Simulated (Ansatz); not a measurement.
Li₃Si₆. Total charge 0; doublet. Geometry PBE0-D4/def2-SVP; atoms count from 1.

Cartesian coordinates in Å:
```
Li -2.397 0.337 -0.737
Li 1.042 2.790 0.516
Li -2.138 0.165 2.240
Si -1.054 -1.561 0.805
Si 1.649 0.883 -0.835
Si -0.278 -0.708 -1.393
Si -0.133 0.680 0.835
Si 2.002 -1.226 -1.863
Si 1.306 -1.361 0.432
```

Another isomer (doublet) lies 0.40 eV lower at PBE0-D4/def2-TZVP; other spin states weren't run for this one.

(1) Estimate the Mulliken populations from the PBE0/def2-TZVP orbitals of Ansatz.

(2) Where does the spin sit?

(3) And the Mayer bond orders between heavy atoms (over 0.3)?

Results:

(1) 
```json
{"atom": "Li1", "charge (e)": "0.46", "spin (α − β)": "0.31"}
{"atom": "Li2", "charge (e)": "0.63", "spin (α − β)": "0.00"}
{"atom": "Li3", "charge (e)": "0.47", "spin (α − β)": "0.25"}
{"atom": "Si4", "charge (e)": "-0.29", "spin (α − β)": "0.14"}
{"atom": "Si5", "charge (e)": "-0.25", "spin (α − β)": "-0.03"}
{"atom": "Si6", "charge (e)": "-0.19", "spin (α − β)": "0.00"}
{"atom": "Si7", "charge (e)": "-0.64", "spin (α − β)": "0.01"}
{"atom": "Si8", "charge (e)": "-0.17", "spin (α − β)": "0.24"}
{"atom": "Si9", "charge (e)": "-0.02", "spin (α − β)": "0.08"}
```
Mulliken values depend strongly on the basis.

(2) Summed by element: Li 0.56, Si 0.44, of 1 unpaired in all. Largest on single atoms: Li1 0.31, Li3 0.25, Si8 0.24.

(3) Li3–Si4 0.31 (2.49 Å); Si4–Si6 0.66 (2.48 Å); Si4–Si7 0.83 (2.42 Å); Si4–Si9 0.79 (2.40 Å); Si5–Si6 0.56 (2.56 Å); Si5–Si7 0.74 (2.45 Å); Si5–Si8 0.89 (2.37 Å); Si5–Si9 0.50 (2.60 Å); Si6–Si7 0.54 (2.63 Å); Si6–Si8 0.80 (2.38 Å); Si6–Si9 0.58 (2.50 Å); Si7–Si9 0.58 (2.53 Å); Si8–Si9 0.81 (2.40 Å).
